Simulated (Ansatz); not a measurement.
The cluster GeO2. Total charge 0; singlet. Geometry PBE0-D4/def2-TZVP.

```xyz
3

Ge    0.001    0.000    0.000
O    -0.514    1.267    0.856
O     0.514   -1.267   -0.856
```

The structure comes from a short search, and lower isomers may exist.

(1) Estimate the orbital energies around the gap (eV) in Ansatz with PBE-D4/def2-TZVP, BLYP-D4/def2-TZVP, r2SCAN-D4/def2-TZVPD, PBE0-D4/def2-TZVP, ωB97M-V/def2-TZVP.

## Answers

(1) 
```csv
orbital,PBE-D4/def2-TZVP,BLYP-D4/def2-TZVP,r2SCAN-D4/def2-TZVPD,PBE0-D4/def2-TZVP,ωB97M-V/def2-TZVP
HOMO−5,-12.22,-12.10,-12.67,-13.84,-16.37
HOMO−4,-9.76,-9.62,-10.15,-11.15,-13.35
HOMO−3,-9.06,-8.95,-9.49,-10.67,-13.20
HOMO−2,-9.06,-8.95,-9.49,-10.67,-13.20
HOMO−1,-7.84,-7.74,-8.25,-9.39,-11.74
HOMO,-7.84,-7.74,-8.25,-9.39,-11.74
LUMO,-3.99,-3.98,-3.95,-3.03,-0.96
LUMO+1,-2.22,-2.18,-2.05,-1.37,0.64
LUMO+2,-2.22,-2.18,-2.05,-1.37,0.64
LUMO+3,2.68,2.63,1.20,3.50,4.98
LUMO+4,4.12,4.11,2.03,4.87,6.45
LUMO+5,4.13,4.12,2.47,4.87,6.45
```
